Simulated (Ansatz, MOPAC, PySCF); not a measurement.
Bond stretch in Cr(O)2(Cl)2, SMILES [O]=[Cr](=[O])([Cl])[Cl]. The Cr1–O5 bond (Cr1 also carries Cl, Cl, O; O5 carries nothing else) is varied alone, starting from the PBE0/def2-TZVP optimised geometry.

Levels: RKS-CAM-B3LYP = restricted CAM-B3LYP/def2-TZVP run with Ansatz (a program for electronic structure); PM6, restricted, heats of formation (MOPAC); RHF/STO-3G = PySCF with restricted Hartree-Fock/STO-3G; UKS-PBE0 = unrestricted PBE0/def2-TZVP (Ansatz).

Energies relative to the lowest point of each curve near equilibrium, in kJ/mol:

```json
[
 {"R / Å": "1.27", "RKS-CAM-B3LYP": "321.3", "PM6": "380.1", "RHF/STO-3G": "177.3"},
 {"R / Å": "1.36", "RKS-CAM-B3LYP": "118.1", "PM6": "167.2", "RHF/STO-3G": "18.9"},
 {"R / Å": "1.49", "RKS-CAM-B3LYP": "5.9", "PM6": "24.4", "RHF/STO-3G": "26.0"},
 {"R / Å": "1.54", "RKS-CAM-B3LYP": "0.0", "PM6": "5.0", "RHF/STO-3G": "71.2"},
 {"R / Å": "1.58", "RKS-CAM-B3LYP": "5.4", "PM6": "0.0", "RHF/STO-3G": "116.8"},
 {"R / Å": "1.66", "RKS-CAM-B3LYP": "36.0", "PM6": "12.2", "RHF/STO-3G": "213.8"},
 {"R / Å": "1.76", "RKS-CAM-B3LYP": "97.8", "PM6": "58.4", "RHF/STO-3G": "306.0"},
 {"R / Å": "2.04", "RKS-CAM-B3LYP": "314.5", "PM6": "283.8", "RHF/STO-3G": "449.2"},
 {"R / Å": "2.25", "RKS-CAM-B3LYP": "465.1", "PM6": "479.0", "RHF/STO-3G": "504.0"},
 {"R / Å": "2.49", "RKS-CAM-B3LYP": "570.3", "PM6": "679.1", "RHF/STO-3G": "551.6"},
 {"R / Å": "3.23", "RKS-CAM-B3LYP": "690.3", "PM6": "961.0", "RHF/STO-3G": "641.0"},
 {"R / Å": "3.73", "RKS-CAM-B3LYP": "713.1", "PM6": "1012.2", "RHF/STO-3G": "657.3"}
]
```

Q: Estimate the UKS-PBE0 values at these points.

A: 1.27: 321.8; 1.36: 119.1; 1.49: 6.4; 1.54: 0.0; 1.58: 4.8; 1.66: 33.9; 1.76: 84.8; 2.04: 202.4; 2.25: 273.1; 2.49: 323.9; 3.23: 368.1; 3.73: 375.4 (kJ/mol).

The restricted form behind RKS-CAM-B3LYP, PM6, RHF/STO-3G keeps the bonding electrons paired and can't separate into open-shell fragments. The unrestricted determinant behind UKS-PBE0 is spin-contaminated at 1.76 to 4.46 Å (<S²> up to 2.1, against 0.00 for a pure singlet).
